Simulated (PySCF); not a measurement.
Cu(PF3)H (singlet state).
Structure used (PBE0-D3(BJ)/def2-SVP), in Å, numbered top down from 1:
```
atom  x, y, z in Å
Cu1    0.0653   -0.0590   -1.5800
P2    -0.0244    0.0106    0.6043
F3     0.1237    1.4161    1.3075
F4     1.0428   -0.7966    1.4419
F5    -1.3335   -0.4892    1.3309
H6     0.1260   -0.0818   -3.1045
```

Method: delta-SCF UKS SCAN, pcX-2 on the ionised atom (unc-x2c-TZVPall on a metal), pcseg-1 elsewhere, spin-free X2C (PySCF 2.14.0). The ground state was rerun for each ionised atom, in the same mixed basis as its hole state.

```
ionised atom  basis functions  E(ground) (Eh)  E(ionised) (Eh)
          F3              127     -2294.45954      -2268.93448
          P2              138     -2294.52980      -2215.27952
```

**Question.** What are the 1s binding energies?

**Answer.** E(ionised) − E(ground), at 27.2114 eV a hartree:

| atom | environment | difference (Eh) | binding energy (eV) |
| --- | --- | --- | --- |
| F3 | fluorine bonded to P | 25.52506 | 694.57 |
| P2 | phosphorus bonded to Cu and 3 F | 79.25028 | 2156.51 |

**Question.** How much do the ground-state energies differ, and what would follow from using one of them for all holes?

**Answer.** They run from -2294.5298 Eh (core basis on P2) to -2294.4595 Eh (on F3), 0.0703 Eh or 1.91 eV apart, for one and the same state in different bases and grids. Pairing the ion of F3 with the ground state of P2 would put its binding energy 1.91 eV too high.

Only 1s holes are shown. Atoms equivalent by their bonding share one computed value, that of the first of them. Isolated species at its PBE0-D3(BJ)/def2-SVP geometry, gas phase. Metal 2p energies of this one-determinant scheme are less reliable than its 1s energies.
